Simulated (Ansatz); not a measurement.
Reaction (substitution at a C–Si bond): `C[SiH]([SiH3])[NH][AlH2]` + `N[SiH](N)S` → `CN[SiH](N)S` + `[AlH2][NH][SiH2][SiH3]`

Program: Ansatz. Geometries: PBE0-D4/def2-TZVP. ΔE: electronic, gas phase. CBS: MP2 limit from def2 TZ/QZ plus the TZ coupled-cluster correction, frozen cores. DFT in def2-TZVPP. B3LYP here is the variant with VWN-RPA as its local correlation; programs differ in this. One conformer a species, not always the lowest.

Is it downhill or uphill in electronic energy at CCSD(T)/CBS, and by how much? (Estimate.)

Ansatz gave: Uphill: ΔE = +20.5 kcal/mol.

What do these levels give: PBE-D4, PBE0-D4, B3LYP-D4, r2SCAN, PBE0, B3LYP, HF/def2-TZVPP, MP2/def2-TZVPP, CCSD(T)/def2-TZVPP, HF/def2-QZVPP, MP2/def2-QZVPP, HF/CBS(def2)? (Best estimate.)

Computed: PBE-D4 19.9, PBE0-D4 20.1, B3LYP-D4 19.5, r2SCAN 20.9, PBE0 19.8, B3LYP 19.0, HF/def2-TZVPP 17.9, MP2/def2-TZVPP 21.0, CCSD(T)/def2-TZVPP 19.8, HF/def2-QZVPP 17.9, MP2/def2-QZVPP 21.4, HF/CBS(def2) 17.9 kcal/mol.

Largest T1 diagnostic among the species: 0.013.

In def2-TZVPP, CCSD(T) changes the Hartree–Fock value by +1.9 kcal/mol (the triples alone add +0.2 kcal/mol) and MP2 by +3.1 kcal/mol.
